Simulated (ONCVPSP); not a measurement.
# What one change does to a pseudopotential (Ni (Z = 28), ONCV)

ONCVPSP 4.0.1 input, shortened (lines: element, Z, core and valence counts, functional; n l f; lmax; l rc ep ncon nbas qcut; lloc lpopt rc5 dvloc0; l nproj debl; icmod fcfact rcfact), PBE, scalar-relativistic:

```
  Ni 28.00    4    3        4      upf
    1    0    2.00
    2    0    2.00
    2    1    6.00
    3    0    2.00
    3    1    6.00
    3    2    8.00
    4    0    1.50
    2
    0    1.90    0.00    4    7    3.30
    1    0.90    0.00    4    7   17.60
    2    0.85    0.00    4    9   19.60
    4    5    0.85    2.00
    0    2    1.90
    1    3    1.80
    2    2    4.00
    4    0.45    0.00
```

In the p channel the program set the typed energies aside and used -2.784, 0.250, 2.050 Ha.

All-electron outer shells of the reference configuration (PBE, scalar-relativistic, ld1.x):

| shell | level (eV) | outermost node (bohr) | outermost maximum (bohr) |
| --- | --- | --- | --- |
| 3s | -115.41 | 0.30 | 0.64 |
| 3p | -75.74 | 0.27 | 0.65 |
| 3d | -13.20 | – | 0.63 |
| 4s | -9.28 | 0.92 | 2.18 |

Change: s: nproj 1.

Cutoffs: the cutoffs (Ha) at which the residual kinetic energy of the hardest occupied pseudo-wave falls to 1 and 0.1 mHa per electron; they do not see the model core or the augmentation charge, which bear on the density cutoff. Errors are all-electron minus pseudo energies relative to the spin-unpolarised reference configuration.

Q: How do hardness, ghosts and transferability respond?

A: The potential gets neither clearly harder nor softer (134 Ha and 154 Ha → 134 Ha and 154 Ha); both files keep a bound ghost (s); the number of tests with a reliable result goes from 4 to 3; of the 3 tests that both files solve, the error grows in 0 and shrinks in 2 by more than 15 % and 0.3 meV (median size 2.4 → 2.0 meV); the range in which the s phases agree narrows (upper end 3.9 → 1.6).

| quantity | base | changed |
| --- | --- | --- |
| cutoff, loose | 134 Ha | 134 Ha |
| cutoff, tight | 154 Ha | 154 Ha |
| bound ghosts | s | s |
| GHOST(+) flags under 300 eV | none | none |
| tests with a reliable result | 4 of 4 | 3 of 4 |
| error for 3p6 3d8 4s2, meV [ΔE -3.72 eV] | -0.8 | -0.4 |
| error for 3p6 3d8 4s1, meV [ΔE 5.61 eV] | -2.4 | -2.0 |
| error for 3p6 3d8 4s0, meV [ΔE 22.96 eV] | -23 | -22 |
| s: phases at 1.92 bohr within 0.05 rad from the reference energy up to (Ha; the scan ends near 5) | 3.9 | 1.6 |
| p: phases at 0.92 bohr within 0.05 rad from the reference energy up to (Ha; the scan ends near 5) | to the end of the scan | to the end of the scan |
| d: phases at 0.86 bohr within 0.05 rad from the reference energy up to (Ha; the scan ends near 5) | to the end of the scan | to the end of the scan |
| rms error of d²Exc/dni dnj with the model core, mHa | 0.52 | 0.52 |

 A true bound ghost makes a file unfit for plane-wave use even where its test errors are small: the radial tests pick states by their node count and pass the ghost by.
